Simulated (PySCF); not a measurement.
CH5AlF2Ge.
Geometry (PBE0-D3(BJ)/def2-SVP, Å), atoms numbered from 1 in this order:
```xyz
10
CH5AlF2Ge angstrom
F      1.6615    2.3523    0.1306
Al     2.1277    0.7785    0.3733
F      3.6291    0.5538    1.0394
C      0.9442   -0.6650   -0.0846
Ge    -0.9543   -0.1820   -0.0348
H      1.1274   -1.5232    0.5831
H      1.1779   -1.0089   -1.1076
H     -1.8296   -1.4222   -0.2988
H     -1.3081    0.3907    1.3518
H     -1.2467    0.8832   -1.1049
```

Computed, not measured: PySCF 2.14.0, PBE0-D3(BJ)/def2-SVP geometry optimisation, gas phase.

(1) Which atoms are bound to Al2, and at what distances?

(2) List the angles at Al2.

(3) What is the shape at Al2?

(4) What are the other bond lengths?

(5) Give some angles away from the centre.

(6) What are the rotational constants (commonest isotopes, rigid rotor)?

## Answers

(1) 3 atoms: F3 1.658 Å, F1 1.659 Å, C4 1.922 Å. The nearest atom not counted as bound is H7, at 2.51 Å.

(2) 
```csv
angle,degrees,distance of the outer atoms (Å)
F3–Al2–C4,123.5,3.16
F1–Al2–C4,120.3,3.11
F1–Al2–F3,116.2,2.82
```

(3) Planar: angles 123.5°, 120.3° and 116.2°, sum 360.0°, 0.01 Å off the plane of its three neighbours.

(4) C4–Ge5 1.960 Å; C4–H6, C4–H7 1.103 Å; Ge5–H8, Ge5–H9, Ge5–H10 1.540 Å.

(5) Al2–C4–Ge5 113.9°.

(6) A = 5583, B = 973.1, C = 854.2 MHz: a near-prolate asymmetric top.

Point group: C1 (no symmetry element, even within 0.4 Å). Charge 0, singlet. No PBE0-D3(BJ)/def2-SVP frequencies stand behind this structure, so it isn't proved a minimum.

One conformer stands for the species.
